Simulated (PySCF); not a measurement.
A species of formula C6H10OP2 has this rotational fingerprint, computed with PBE0/pcSseg-1 in PySCF (dipole) on a GFN2-xTB geometry, gas phase:

- Rotational constants: A = 4515, B = 383.8, C = 375.7 MHz
- Dipole components: |μa| = 0.45 D, |μb| = 0.43 D, |μc| = 1.59 D
- Inertial defect: -83.51 u·Å²
- κ: -1.00

Problem. Which structure is it? (One computed conformer of each.)
A. `[CH3:1][CH2:2][P:3]([PH2:4])[c:5]1[cH:6][cH:7][o:8][cH:9]1` with C1–C2–P3–P4 173°, C2–P3–P4–H 89° and -179°, C2–P3–C5–C6 60°
B. `[CH:1]#[C:2][CH2:3]/[P:4]=[P:5]/[CH2:6][CH2:7][CH2:8][OH:9]` with C2–C3–P4–P5 119°, P4–P5–C6–C7 -78°, P5–C6–C7–C8 -172°, C6–C7–C8–O9 63°, C7–C8–O9–H 58°
C. `[PH2:1][CH2:2][CH2:3][PH:4][c:5]1[cH:6][cH:7][o:8][cH:9]1` with H–P1–C2–C3 39° and -54°, P1–C2–C3–P4 59°, C2–C3–P4–C5 164°, C3–P4–C5–C6 77°
D. `[PH2:1][CH2:2][CH2:3][PH:4][c:5]1[cH:6][cH:7][cH:8][o:9]1` with H–P1–C2–C3 76° and 168°, P1–C2–C3–P4 34°, C2–C3–P4–C5 172°, C3–P4–C5–C6 118°

Solution. B. It is C#CC/P=P/CCCO, a near-prolate asymmetric top, point group C1. The candidates at the same level (rigid rotor, commonest isotopes):

| SMILES | A (MHz) | B (MHz) | C (MHz) | μa (D) | μb (D) | μc (D) | Δ (u·Å²) | point group | rotor |
| --- | --- | --- | --- | --- | --- | --- | --- | --- | --- |
| PCCPc1ccoc1 | 4029 | 453.3 | 447.3 | 1.14 | 0.23 | 1.33 | -110.38 | C1 | near-prolate asymmetric top |
| PCCPc1ccco1 | 3971 | 521.7 | 489.0 | 0.12 | 0.81 | 1.96 | -62.46 | C1 | near-prolate asymmetric top |
| CCP(P)c1ccoc1 | 1577 | 892.0 | 685.2 | 0.05 | 0.40 | 0.58 | -149.41 | C1 | asymmetric top |
| C#CC/P=P/CCCO | 4515 | 383.8 | 375.7 | 0.45 | 0.43 | 1.59 | -83.51 | C1 | near-prolate asymmetric top |

`PCCPc1ccco1` has B 36 % too high; `CCP(P)c1ccoc1` has B 132 % too high; `PCCPc1ccoc1` has C 19 % too high. No structure here is proved a minimum.
